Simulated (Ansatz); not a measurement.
H3O4P, SMILES P(O)(O)(=O)O (connectivity only; charge and spin as stated), charge -1, multiplicity 2.

Geometry: B3LYP-D3(BJ)/def2-SVPD. The multiplicity is an assumed one; other spin states were not compared. The values are those of a single conformer.

Two levels are set side by side: PBE/def2-SVPD (Ansatz, an electronic-structure program) and CAM-B3LYP/def2-SVPD (Ansatz). Energy differences of separate SCF runs at the same geometry; the states with an electron removed or added have multiplicity 1. Differences are taken from unrounded values.

```tsv
quantity	CAM-B3LYP
vertical ionisation energy (eV)	2.63
```

Problem. What does PBE give, and how far is it from CAM-B3LYP? (The exact figures need the calculation; the answer reports its results.)

Solution. 
```csv
quantity,PBE,PBE minus CAM-B3LYP
vertical ionisation energy (eV),2.19,-0.44
```
